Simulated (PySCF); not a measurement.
H$_{3}$Cl$_{3}$OSi$_{2}$, singlet, at a GFN2-xTB geometry; CASSCF(6,7)/STO-3G (PySCF).

PySCF was given this input:
```python
from pyscf import gto, scf, mcscf
import numpy

mol = gto.Mole()
mol.atom = '''
    Si   -2.716933    0.299223   -0.613722
    O    -1.113993    0.328040   -0.271879
    Si    0.405388   -0.019343    0.089078
    Cl    1.130772   -1.235150   -1.329550
    Cl    1.400533    1.716629    0.131950
    Cl    0.440665   -0.918805    1.879776
    H    -3.360064   -0.290290    0.556186
    H    -2.850932   -0.523676   -1.811515
    H    -3.038933    1.705864   -0.821616
'''
mol.basis = 'sto-3g'
mol.charge = 0
mol.spin = 0
mol.verbose = 4
mol.build()

mf = scf.RHF(mol)
mf.kernel()
mc = mcscf.CASSCF(mf, 7, 6)
mc.fix_spin_(ss=0.0)
mc.kernel()
occ = numpy.linalg.eigvalsh(mc.fcisolver.make_rdm1(mc.ci, mc.ncas, mc.nelecas))[::-1]
ss = mc.fcisolver.spin_square(mc.ci, mc.ncas, mc.nelecas)[0]
print('natural occupations', occ.round(4), ' <S^2>', round(ss, 4))
```

Problem. Write the output that PySCF gives for this input, abridged.

Solution. 
```
PySCF version 2.14.0

[INPUT] verbose = 4
[INPUT] num. atoms = 9
[INPUT] num. electrons = 90
[INPUT] charge = 0
[INPUT] spin (= nelec alpha-beta = 2S) = 0
[INPUT] symmetry False subgroup None
[INPUT] Mole.unit = angstrom
[INPUT] Symbol           X                Y                Z      unit          X                Y                Z       unit  Magmom
[...]
nuclear repulsion = 639.11812457756
number of shells = 31
number of NR pGTOs = 159
number of NR cGTOs = 53
basis = sto-3g
ecp = {}

******** <class 'pyscf.scf.hf.RHF'> ********
method = RHF
initial guess = minao
damping factor = 0
level_shift factor = 0
DIIS = <class 'pyscf.scf.diis.CDIIS'>
diis_start_cycle = 1
diis_space = 8
diis_damp = 0
SCF conv_tol = 1e-09
SCF conv_tol_grad = None
SCF max_cycles = 50
direct_scf = True
direct_scf_tol = 1e-13
Set gradient conv threshold to 3.16228e-05
Initial guess from minao.
init E= -2010.34880619375
[...]
cycle= 1 E= -2010.61776678686  delta_E= -0.269  |g|= 0.56  |ddm|= 3.65
[...]
cycle= 2 E= -2010.73261371753  delta_E= -0.115  |g|= 0.189  |ddm|= 1.23
[...]
cycle= 3 E= -2010.74414655774  delta_E= -0.0115  |g|= 0.0298  |ddm|= 0.319
[...]
cycle= 4 E= -2010.74458612248  delta_E= -0.00044  |g|= 0.00695  |ddm|= 0.0619
[...]
cycle= 5 E= -2010.74462210186  delta_E= -3.6e-05  |g|= 0.00119  |ddm|= 0.0226
[...]
cycle= 6 E= -2010.74462305898  delta_E= -9.57e-07  |g|= 0.000195  |ddm|= 0.00355
[...]
cycle= 7 E= -2010.74462308322  delta_E= -2.42e-08  |g|= 3.14e-05  |ddm|= 0.000535
[...]
cycle= 8 E= -2010.74462308396  delta_E= -7.38e-10  |g|= 6.44e-06  |ddm|= 9.75e-05
[...]
Extra cycle  E= -2010.74462308399  delta_E= -3.55e-11  |g|= 2.46e-06  |ddm|= 1.54e-05
converged SCF energy = -2010.74462308399

******** <class 'pyscf.mcscf.mc1step.CASSCF'> ********
CAS (3e+3e, 7o), ncore = 42, nvir = 4
max_cycle_macro = 50
max_cycle_micro = 4
conv_tol = 1e-07
conv_tol_grad = None
orbital rotation max_stepsize = 0.02
orbital rotation threshold for CI restart = 0.01
augmented hessian ah_max_cycle = 30
augmented hessian ah_conv_tol = 1e-12
augmented hessian ah_linear dependence = 1e-14
augmented hessian ah_level shift = 1e-08
augmented hessian ah_start_tol = 2.5
augmented hessian ah_start_cycle = 3
augmented hessian ah_grad_trust_region = 3
kf_trust_region = 3
kf_interval = 4
ci_response_space = 4
ci_grad_trust_region = 3
with_dep4 0
natorb = False
canonicalization = True
sorting_mo_energy = False
ao2mo_level = 2
internal_rotation = False
******** <class 'pyscf.fci.addons.SpinPenaltyFCISolver'> ********
max. cycles = 50
conv_tol = 1e-08
davidson only = True
linear dependence = 1e-12
level shift = 0.001
max iter space = 12
nroots = 1
pspace_size = 400
spin = None
CASCI E = -2010.74773909287  S^2 = 0.0000000
Set conv_tol_grad to 0.000316228
macro iter   1 ( 21 JK    4 micro), CASSCF E = -2010.75164594517  dE = -3.90685230e-03  S^2 = 0.0000000
               |grad[o]|=0.00727  |grad[c]|=0.0284  |ddm|=0.0741  |maxRot[o]|= 0.28
macro iter   2 ( 21 JK    4 micro), CASSCF E = -2010.75764141459  dE = -5.99546942e-03  S^2 = 0.0000000
               |grad[o]|=0.0112  |grad[c]|=0.0929  |ddm|=0.0464  |maxRot[o]|=0.245
macro iter   3 ( 21 JK    4 micro), CASSCF E = -2010.76207189349  dE = -4.43047891e-03  S^2 = 0.0000000
               |grad[o]|=0.0166  |grad[c]|=0.0176  |ddm|=0.0111  |maxRot[o]|=0.215
macro iter   4 ( 21 JK    4 micro), CASSCF E = -2010.76348312978  dE = -1.41123628e-03  S^2 = 0.0000000
               |grad[o]|=0.0121  |grad[c]|=0.035  |ddm|=0.025  |maxRot[o]|=0.147
macro iter   5 ( 17 JK    4 micro), CASSCF E = -2010.76426697144  dE = -7.83841669e-04  S^2 = 0.0000000
               |grad[o]|=0.0076  |grad[c]|=0.0155  |ddm|=0.0076  |maxRot[o]|=0.147
macro iter   6 ( 17 JK    4 micro), CASSCF E = -2010.76506514432  dE = -7.98172870e-04  S^2 = 0.0000000
               |grad[o]|=0.00608  |grad[c]|=0.0184  |ddm|=0.0101  |maxRot[o]|= 0.14
macro iter   7 ( 21 JK    4 micro), CASSCF E = -2010.76605209447  dE = -9.86950157e-04  S^2 = 0.0000000
[...]
               |grad[o]|=0.00538  |grad[c]|=0.022  |ddm|=0.00645  |maxRot[o]|=0.0574
macro iter  33 ( 21 JK    4 micro), CASSCF E = -2010.77571937815  dE = -2.52042187e-04  S^2 = 0.0000000
               |grad[o]|=0.00527  |grad[c]|=0.0212  |ddm|=0.00593  |maxRot[o]|=0.0529
macro iter  34 ( 21 JK    4 micro), CASSCF E = -2010.77590636775  dE = -1.86989608e-04  S^2 = 0.0000000
               |grad[o]|=0.00517  |grad[c]|=0.0206  |ddm|=0.00553  |maxRot[o]|=0.0518
macro iter  35 ( 21 JK    4 micro), CASSCF E = -2010.77604760770  dE = -1.41239952e-04  S^2 = 0.0000000
               |grad[o]|=0.00509  |grad[c]|=0.0203  |ddm|=0.00532  |maxRot[o]|=0.0508
macro iter  36 ( 21 JK    4 micro), CASSCF E = -2010.77614733819  dE = -9.97304880e-05  S^2 = 0.0000000
               |grad[o]|=0.00503  |grad[c]|= 0.02  |ddm|=0.00519  |maxRot[o]|=0.0501
macro iter  37 ( 21 JK    4 micro), CASSCF E = -2010.77621206543  dE = -6.47272350e-05  S^2 = 0.0000000
               |grad[o]|=0.00498  |grad[c]|=0.0196  |ddm|=0.00506  |maxRot[o]|=0.0493
macro iter  38 ( 21 JK    4 micro), CASSCF E = -2010.77624792230  dE = -3.58568689e-05  S^2 = 0.0000000
               |grad[o]|=0.00496  |grad[c]|=0.0192  |ddm|=0.00493  |maxRot[o]|=0.048
macro iter  39 ( 21 JK    4 micro), CASSCF E = -2010.77626862863  dE = -2.07063347e-05  S^2 = 0.0000000
               |grad[o]|=0.00494  |grad[c]|=0.0189  |ddm|=0.0049  |maxRot[o]|=0.0459
macro iter  40 ( 21 JK    4 micro), CASSCF E = -2010.77627725461  dE = -8.62597631e-06  S^2 = 0.0000000
               |grad[o]|=0.00495  |grad[c]|=0.0187  |ddm|=0.0049  |maxRot[o]|=0.0435
macro iter  41 ( 21 JK    4 micro), CASSCF E = -2010.77627662503  dE =  6.29579290e-07  S^2 = 0.0000000
               |grad[o]|=0.00497  |grad[c]|=0.0185  |ddm|=0.00492  |maxRot[o]|=0.041
macro iter  42 ( 21 JK    4 micro), CASSCF E = -2010.77713942124  dE = -8.62796212e-04  S^2 = 0.0000000
               |grad[o]|=0.00499  |grad[c]|=0.00779  |ddm|=0.00258  |maxRot[o]|=0.061
macro iter  43 ( 21 JK    4 micro), CASSCF E = -2010.77818242486  dE = -1.04300362e-03  S^2 = 0.0000000
               |grad[o]|=0.00481  |grad[c]|=0.00521  |ddm|=0.00206  |maxRot[o]|=0.0834
macro iter  44 ( 21 JK    4 micro), CASSCF E = -2010.77827170211  dE = -8.92772512e-05  S^2 = 0.0000000
               |grad[o]|=0.00426  |grad[c]|=0.0122  |ddm|=0.0028  |maxRot[o]|=0.0612
macro iter  45 ( 21 JK    4 micro), CASSCF E = -2010.77823752928  dE =  3.41728314e-05  S^2 = 0.0000000
               |grad[o]|=0.0042  |grad[c]|=0.0151  |ddm|=0.00389  |maxRot[o]|=0.0434
macro iter  46 ( 21 JK    4 micro), CASSCF E = -2010.77892137263  dE = -6.83843354e-04  S^2 = 0.0000000
               |grad[o]|=0.00429  |grad[c]|=0.00713  |ddm|=0.00226  |maxRot[o]|=0.057
macro iter  47 ( 21 JK    4 micro), CASSCF E = -2010.77947052884  dE = -5.49156209e-04  S^2 = 0.0000000
               |grad[o]|=0.00362  |grad[c]|=0.00598  |ddm|=0.00174  |maxRot[o]|=0.0743
macro iter  48 ( 21 JK    4 micro), CASSCF E = -2010.77945822724  dE =  1.23016007e-05  S^2 = 0.0000000
               |grad[o]|=0.00278  |grad[c]|=0.0108  |ddm|=0.00234  |maxRot[o]|=0.0108
macro iter  49 ( 21 JK    4 micro), CASSCF E = -2010.77980780319  dE = -3.49575948e-04  S^2 = 0.0000000
               |grad[o]|=0.00278  |grad[c]|=0.0045  |ddm|=0.00118  |maxRot[o]|=0.0381
macro iter  50 ( 21 JK    4 micro), CASSCF E = -2010.77981026225  dE = -2.45906472e-06  S^2 = 0.0000000
               |grad[o]|=0.00193  |grad[c]|=0.00544  |ddm|=0.00104  |maxRot[o]|=0.00593
1-step CASSCF not converged,  50 macro (1038 JK 200 micro) steps
CASSCF canonicalization
Density matrix diagonal elements [1.98691554 1.98667106 1.98054479 0.01744709 0.01104672 0.00267769
 0.01469711]
CASSCF energy = -2010.77981026225
CASCI E = -2010.77981026225  E(CI) = -9.66993566974838  S^2 = 0.0000000
natural occupations [1.9887e+00 1.9871e+00 1.9807e+00 1.7900e-02 1.3700e-02 1.0900e-02
 1.0000e-03]  <S^2> 0.0
```

Convergence was not reached.
